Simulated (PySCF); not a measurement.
## Calculated data, AlBH$_{3}$N, AlH$_{2}$O$_{2}$, BFH$_{4}$Si, FH$_{2}$Si and others

Computed with PySCF 2.14.0. Calculation on a computer-drawn molecule: optimised geometry and harmonic frequencies of an isolated molecule of the commonest isotopes, restricted reference for singlets and unrestricted otherwise, frozen core in MP2.

Common to all runs: basis cc-pV(D+d)Z.

(1) AlBH$_{3}$N

Start structure:
```xyz
6
AlBH3N
B     -1.5075    -2.8444    -0.1440
N     -0.4035    -2.4442     0.2763
Al     1.1649    -1.8742     0.8727
H     -2.5456    -3.2208    -0.5391
H      1.3794    -0.3353     1.1398
H      2.3216    -2.9149     1.1268
```

Settings of this run: charge 0, multiplicity 1 and method MP2.

It finds rotational constants 131.4, 5.094, 4.904 GHz; total energy -323.1500 hartree; convergence status largest gradient component 1.378e-05 hartree/bohr.

Drawn bonds:
```
atom  other atom  order
   1           2      2
   2           3      1
   1           4      1
   3           5      1
   3           6      1
```

Optimised structure:
```xyz
6
AlBH3N
B     -1.5279    -2.8517    -0.1517
N     -0.3994    -2.4426     0.2777
Al     1.1913    -1.8648     0.8826
H     -2.5733    -3.2308    -0.5496
H      1.3852    -0.3244     1.1432
H      2.3334    -2.9194     1.1303
```

Modes:
```
frequency (cm⁻¹)  reduced mass (dalton)
           135.7                   3.99
           140.5                  3.183
           574.4                  1.252
           641.3                  6.829
             644                   1.18
           720.5                  1.317
           735.9                  1.331
           818.1                  1.094
            1802                  5.647
            1991                  1.023
            1995                  1.063
            2898                  1.174
```

(2) AlH$_{2}$O$_{2}$

Start structure:
```xyz
5
AlH2O2
O      2.0673    -0.7364     0.6012
Al     1.5945     0.6858    -0.1420
O      1.0493     2.0173    -0.5976
H      2.5104    -1.6210     0.5183
H      0.9902     2.7025    -1.2888
```

Settings of this run: charge 1, multiplicity 1 and method HF.

Results for AlH$_{2}$O$_{2}$: rotational constants 5.422, 5.422 GHz; total energy -392.6465 hartree; convergence status largest gradient component 9.64e-06 hartree/bohr.

Drawn bonds:
```
atom  other atom  order
   1           2      1
   2           3      1
   1           4      1
   3           5      1
```

Optimised structure:
```xyz
5
AlH2O2
O      2.1375    -0.7766     0.4047
Al     1.6425     0.6098    -0.1816
O      1.1475     1.9961    -0.7682
H      2.4312    -1.6027     0.7536
H      0.8529     2.8218    -1.1174
```

Modes:
```
frequency (cm⁻¹)  reduced mass (dalton)
           201.7                  17.26
           201.7                  17.26
           263.4                  1.158
           263.4                  1.158
           298.8                  1.051
           298.8                  1.051
           884.2                  8.067
            1300                  12.83
            4209                  1.073
            4220                  1.074
```

(3) BFH$_{4}$Si

Start structure:
```xyz
7
BFH4Si
F      0.5792     1.6162     0.9091
B      1.2694     1.3212    -0.1897
Si     0.4169     0.2156    -1.6909
H      2.3952     1.7404    -0.2364
H      0.3978     1.0255    -2.9358
H     -0.9656    -0.2088    -1.3686
H      1.2490    -0.9888    -1.9406
```

Here we set charge 0, multiplicity 1 and method MP2.

It finds rotational constants 35.27, 4.288, 3.999 GHz; total energy -415.7904 hartree; convergence status largest gradient component 3.826e-05 hartree/bohr.

Drawn bonds:
```
atom  other atom  order
   1           2      1
   2           3      1
   2           4      1
   3           5      1
   3           6      1
   3           7      1
```

Optimised structure:
```xyz
7
BFH4Si
F      0.5771     1.6212     0.9226
B      1.2660     1.3192    -0.1911
Si     0.4153     0.2163    -1.6876
H      2.4001     1.7384    -0.2468
H      0.4018     1.0259    -2.9347
H     -0.9698    -0.2130    -1.3750
H      1.2515    -0.9866    -1.9402
```

Modes:
```
frequency (cm⁻¹)  reduced mass (dalton)
           57.63                  1.311
           243.4                  3.214
           458.2                  1.072
           511.1                  1.962
           695.6                  2.202
           846.9                  1.625
           927.5                  1.124
           971.3                  1.034
           978.6                  1.038
            1120                  1.389
            1300                  4.825
            2265                  1.025
            2269                  1.049
            2288                  1.047
            2646                  1.092
```

(4) FH$_{2}$Si

Start structure:
```xyz
4
FH2Si
F     -2.3748     0.6251     1.5321
Si    -2.6976     0.3732     3.1096
H     -1.4749    -0.0717     3.6914
H     -3.8323    -0.5398     3.1410
```

Settings of this run: charge 0, multiplicity 2 and method HF.

Results for FH$_{2}$Si: rotational constants 130.4, 15.3, 14.37 GHz; total energy -389.5482 hartree; spin squared 0.7528; convergence status largest gradient component 1.439e-05 hartree/bohr.

Drawn bonds:
```
atom  other atom  order
   1           2      1
   2           3      1
   2           4      1
```

Optimised structure:
```xyz
4
FH2Si
F     -2.3769     0.6420     1.5055
Si    -2.7052     0.4107     3.0751
H     -1.4815    -0.1055     3.7244
H     -3.8160    -0.5604     3.1690
```

Modes:
```
frequency (cm⁻¹)  reduced mass (dalton)
           761.1                  1.141
           857.7                  1.878
           906.9                  2.429
            1003                  1.069
            2304                  1.028
            2327                  1.056
```

(5) AlBFO

Start structure:
```xyz
4
AlBFO
O     -2.4869    -0.2932     0.8054
Al    -1.2015     0.1303     0.0284
B      0.6288     0.7329    -1.0781
F      1.6321     1.0633    -1.6846
```

Here we set charge 1, multiplicity 1 and method MP2.

Results for AlBFO: rotational constants 1.884, 1.884 GHz; total energy -441.0896 hartree; convergence status largest gradient component 1.791e-05 hartree/bohr.

Drawn bonds:
```
atom  other atom  order
   1           2      2
   2           3      1
   3           4      1
```

Optimised structure:
```xyz
4
AlBFO
O     -2.5343    -0.3088     0.8341
Al    -1.1925     0.1333     0.0230
B      0.6390     0.7363    -1.0843
F      1.6603     1.0726    -1.7017
```

Modes:
```
frequency (cm⁻¹)  reduced mass (dalton)
           39.08                  20.38
           39.52                  20.38
           277.1                  12.31
           277.1                  12.31
           321.6                  17.37
            1089                  19.04
            1645                   12.8
```

(6) AlBH$_{3}$NO

Start structure:
```xyz
7
AlBH3NO
N     -2.7370     2.1630     0.7103
B     -1.8735     1.2981     0.6739
Al    -0.4094    -0.1177     0.8120
O      0.3424    -0.7480    -0.5348
H     -3.5339     2.8850     0.7556
H      0.1468    -0.7307     2.1210
H      0.7716    -1.2373    -1.2168
```

Here we set charge 0, multiplicity 1 and method HF.

Drawn bonds:
```
atom  other atom  order
   1           2      2
   2           3      1
   3           4      1
   1           5      1
   3           6      1
   4           7      1
```

Questions
1. Give the missing rotational constants for AlBH$_{3}$NO (entry 6).
2. Give the missing total energy for AlBH$_{3}$NO (entry 6).

## Answers
1. 22.65, 2.565, 2.304 GHz
2. -397.7346 hartree

Further results for AlBH$_{3}$NO (entry 6):

```
convergence status largest gradient component : 1.035e-05 hartree/bohr
```

Optimised structure:
```xyz
7
AlBH3NO
N     -2.7677     2.1936     0.7388
B     -1.8912     1.3282     0.7228
Al    -0.3943    -0.1532     0.7464
O      0.1964    -0.6558    -0.7524
H     -3.4688     2.8867     0.7356
H      0.1744    -0.7876     2.0725
H      0.8581    -1.2995    -0.9425
```

Modes:
```
frequency (cm⁻¹)  reduced mass (dalton)
           139.5                  4.735
           232.4                   2.76
             344                  5.224
           411.7                  1.198
           481.7                  5.811
           543.5                  1.428
           544.9                  1.243
           573.8                  1.215
             579                  1.225
           737.8                  1.277
           900.1                   5.41
            2004                  1.066
            2050                  6.649
            4079                  1.102
            4223                  1.068
```
